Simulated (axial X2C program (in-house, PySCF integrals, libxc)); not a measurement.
Spectroscopic constants of TiCl⁺

Calculated with an axial X2C code built on PySCF integrals. Spin-free means the one-electron spin-free X2C Hamiltonian; two-component (2c) means X2C with spin–orbit coupling and atomic mean-field two-electron Coulomb and Gaunt terms, so the difference of the two also holds small scalar two-electron terms. Basis: Ti dyall-cv3z [10s10p6d4f2g], Cl dyall-av3z [9s8p3d2f] (cores contracted in-house); Gaussian nuclei, density fitting, unrestricted open shells. Masses: Ti 47.948 u, Cl 34.969 u.

The run was started with this input:
```json
{
 "zs": [
  22,
  17
 ],
 "q": 1,
 "bas": [
  "dyall-cv3z",
  "dyall-av3z"
 ],
 "levels": [
  "PBE0",
  "HF",
  "TPSSh"
 ],
 "cc": true,
 "r0": 2.35,
 "thr": -1.0,
 "nmax": 90,
 "npts": 10,
 "nst": 2,
 "ntry": 6
}
```
```bash
python so2c.py task.json out
```

Keys: zs atomic numbers; q charge; bas basis sets; levels methods; cc coupled cluster on or off; r0 starting distance in Å; thr threshold in hartree for freezing inner shells (an s shell follows its p shell); nmax most natural virtual spinors; npts points on the curve; nst determinants followed; ntry starts of the search. HF also brings MP2.

State, spin-free: M_S = 1, Λ = 2 (beyond evenly filled blocks: σα, δ+α); electrons by block: σα: 11, σβ: 10, π+α: 4, π+β: 4, π-α: 4, π-β: 4, δ+α: 1. Fragments: Ti+ + Cl.

State, 2c: Ω = 1 (⟨Sz⟩ = -1.00, ⟨Lz⟩ = 2.00 at PBE0); electrons by block: 1/2: 14, -1/2: 15, 3/2: 5, -3/2: 4. Fragments: Ti+ + Cl.

```csv
Hamiltonian,level,Re (Å),ωe (cm⁻¹),ωexe (cm⁻¹),De (eV),k (mdyn/Å),μ (D)
spin-free,PBE0,2.136,485.7,1.41,4.13,2.81,-7.15
spin-free,HF,2.241,445.7,1.12,2.43,2.37,-9.68
spin-free,MP2,2.200,445.8,1.05,3.93,2.37,n/a
spin-free,CCSD,2.191,452.2,1.04,3.76,2.44,n/a
spin-free,CCSD(T),2.186,450.7,1.03,3.90,2.42,n/a
spin-free,TPSSh,2.140,482.8,1.5,4.19,2.78,-6.92
2c,PBE0,2.136,485.5,1.41,n/a,2.81,-7.15
2c,HF,2.242,445.5,1.12,n/a,2.36,-9.68
2c,MP2,2.200,445.6,1.05,n/a,2.37,n/a
2c,TPSSh,2.140,482.6,1.5,n/a,2.77,-6.91
```

Correlated methods: 10 electrons correlated (number of frozen shells: Ti 3 s, 2 p; Cl 2 s, 1 p), 280 virtual spin orbitals or spinors in MP2.

Dipoles are positive if Cl is the positive end and refer to the centre of mass.

The state is a single determinant with fixed occupations, the lowest that a limited PBE0 search found. De is counted from the lowest determinant-based energies of the atoms at the same level, without counterpoise correction. De is not given where an atomic determinant may have missed its ground term or J level, or where the truncated virtual space spoils (T). Density functionals use the spin component along the axis (collinear). Coupled cluster ran in a truncated set of natural virtual spinors; the MP2 energy of the rest was added. (T) has no such correction and the atoms are truncated less, which lowers De at CCSD(T) by a hundredth of an eV or more. Other states lie close and PBE0, whose exact exchange favours high spin, may order them wrongly; the determinant shown need not be the ground state. The nearest other spin-free determinant of the search, M_S = 1, Λ = 0, lies 0.11 eV up at the distance of the search. The functionals have no current-density term, which raises determinants with orbital currents, atoms included. With several unpaired electrons one determinant need not be a pure state. The outer-core s and p shells of the metal are frozen in the correlated rows, which leaves out core–valence correlation; for alkali and alkaline-earth bonds that tends to lengthen them.

No reliable constants came from CCSD (2c), CCSD(T) (2c): no minimum in range, unconverged points, a curve that is not smooth, a change of character along it, or the two Hamiltonians disagreeing along it.

Rough cost a point (2c) on 1 thread(s) of a shared host, integrals apart: PBE0 0.8 s, HF 0.6 s, TPSSh 1.2 s.

The whole task took 3.8 min on 1 thread of Intel(R) Xeon(R) Processor @ 2.30GHz, on a shared host.
